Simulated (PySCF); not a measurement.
Species: 1-tert-butyl-1H-phosphindole, C12H15P.
InChI=1S/C12H15P/c1-12(2,3)13-9-8-10-6-4-5-7-11(10)13/h4-9H,1-3H3

The calculation used TDDFT wB97X-D/def2-SVPD, vertical, gas phase, core orbitals frozen in the response in PySCF 2.14.0, density-fitted response routines. Isolated species at its PBE0-D3(BJ)/def2-SVP geometry, gas phase. Torsions of this conformer, `[CH3:1][C:2]([CH3:3])([CH3:4])[p:5]1[cH:6][cH:7][c:8]2[cH:9][cH:10][cH:11][cH:12][c:13]12`: C1–C2–P5–C6 51°.

```tsv
state	E (eV)	ν̃ (cm⁻¹)	f	main configurations (H = HOMO, L = LUMO)
S1	4.41	35560	0.148	H→L (87%)
S2	4.74	38250	0.041	H-1→L (90%)
S3	5.19	41840	0.095	H-2→L (33%), H-1→L+1 (31%), H→L+1 (22%)
S4	5.49	44300	0.038	H→L+1 (65%), H-1→L+1 (21%)
S5	6.16	49660	0.484	H-2→L (50%), H-1→L+1 (29%), H-3→L (9%)
S6	6.41	51690	0.126	H→L+3 (49%), H→L+2 (22%)
S7	6.52	52600	0.027	H-3→L (60%), H-2→L+1 (19%)
S8	6.64	53550	0.017	H-4→L (24%), H-2→L+1 (13%), H-5→L (12%)
S9	6.67	53800	0.059	H-2→L+1 (33%), H-4→L (32%), H-1→L+3 (8%)
S10	6.78	54720	0.019	H→L+2 (37%), H→L+3 (14%), H→L+4 (12%)
```

Triplets, Tamm–Dancoff:

| state | E (eV) | λ (nm) | main configurations (H = HOMO, L = LUMO) |
| --- | --- | --- | --- |
| T1 | 3.20 | 387.3 | H→L (57%), H-1→L (30%) |
| T2 | 3.79 | 327.4 | H-1→L (51%), H→L (32%) |
| T3 | 4.32 | 286.8 | H→L+1 (59%), H-2→L+1 (20%), H-1→L (11%) |
| T4 | 4.52 | 274.5 | H-1→L+1 (74%), H-2→L+1 (9%) |

The lowest singlet lies at 4.41 eV (281 nm, ultraviolet) and is of moderate strength; its leading configuration is HOMO→LUMO (87%). The strongest level in the table is S5 at 6.16 eV (201 nm, f = 0.484). Löwdin shares by element: HOMO carbon 32% or more, phosphorus 28% (atoms not listed hold the other 40%); LUMO carbon 52% or more (atoms not listed hold the other 48%). Of the 10 states listed, 10 reach f = 0.01 and none stays under 0.0005. Orbital energies (eV): HOMO-3 -10.24, HOMO-2 -9.53, HOMO-1 -8.39, HOMO -8.01, LUMO 0.39, LUMO+1 1.23, LUMO+2 2.29. Weighted by f, the mean energy of these states is 5.83 eV. No computed singlet lies in the visible range (380 to 750 nm); the lowest, at 281 nm, stands 1.15 eV above its violet end (3.26 eV); a Tamm–Dancoff triplet lies at 387 nm, without intensity as long as spin–orbit coupling is left out. Only the lowest 10 singlets were computed, as vertical energies without vibronic structure.

On one thread, Arm Neoverse V2 (aarch64), no GPU, shared host with 96 logical CPUs at a one-minute load of 46, this took 5.3 min of wall time (grids of density and orbitals included) and 2.3 GiB of memory at its peak.
